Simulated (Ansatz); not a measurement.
Relaxation of C2H11BSi2 (16 atoms, charge 0, multiplicity 1), to a largest force component of 0.02 eV/Å in at most 40 steps.

Theory: RKS B3LYP-D4/STO-3G in Ansatz 0.2.0.

```xyz
16
Properties=species:S:1:pos:R:3:forces:R:3
B -1.063 -2.247 -0.174 -2.25 2.13 -0.42
Si 0.705 -1.596 0.087 2.00 -0.19 0.47
Si 0.708 0.640 0.099 2.91 -0.14 0.77
C 0.172 1.294 -1.520 -4.83 1.12 0.46
C -0.343 1.249 1.481 -0.93 1.48 1.42
H -1.985 -1.400 -0.308 1.38 -1.70 0.23
H -1.320 -3.356 -0.226 -0.45 -1.08 -0.06
H 1.598 -2.065 -1.014 -0.55 0.08 0.87
H 1.214 -2.086 1.414 -0.29 0.23 -1.18
H 2.121 1.110 0.342 -1.25 -0.32 -0.15
H -0.953 0.931 -1.648 2.71 0.68 -0.17
H 0.759 0.917 -2.324 0.68 -0.16 -1.27
H 0.066 2.419 -1.524 0.63 -1.18 -0.28
H -1.411 0.915 1.356 0.92 0.43 0.22
H 0.032 0.851 2.470 -0.48 0.49 -0.98
H -0.322 2.400 1.533 -0.20 -1.89 0.05
```

Task: Where does it end, and by what steps?

Result: It converged. Limits of this set-up: minimal basis. After 5 steps the energy has fallen by 0.724 eV; H6 moved furthest, 0.32 Å.

```json
{"step": "0", "energy less start (eV)": "0.0000", "largest force component (eV/Å)": "4.830", "accepted": "yes"}
{"step": "1", "energy less start (eV)": "-0.6731", "largest force component (eV/Å)": "0.655", "accepted": "yes"}
{"step": "2", "energy less start (eV)": "-0.6972", "largest force component (eV/Å)": "0.645", "accepted": "yes"}
{"step": "3", "energy less start (eV)": "-0.7204", "largest force component (eV/Å)": "0.101", "accepted": "yes"}
{"step": "4", "energy less start (eV)": "-0.7231", "largest force component (eV/Å)": "0.042", "accepted": "yes"}
{"step": "5", "energy less start (eV)": "-0.7239", "largest force component (eV/Å)": "0.011", "accepted": "yes"}
```

```xyz
16
Properties=species:S:1:pos:R:3
B -1.115 -2.367 -0.191
Si 0.674 -1.604 0.091
Si 0.744 0.654 0.121
C 0.132 1.360 -1.512
C -0.319 1.334 1.517
H -2.074 -1.704 -0.333
H -1.275 -3.529 -0.227
H 1.544 -2.118 -0.948
H 1.192 -2.137 1.335
H 2.101 1.118 0.327
H -0.901 1.052 -1.719
H 0.753 1.024 -2.353
H 0.153 2.458 -1.503
H -1.366 1.025 1.409
H 0.031 0.981 2.496
H -0.298 2.431 1.534
```

Whether the end is a true minimum wasn't checked by a vibrational analysis.

The run took 17 s on 1 thread of Arm Neoverse V1, with other jobs on the host, peak memory 0.12 GiB.
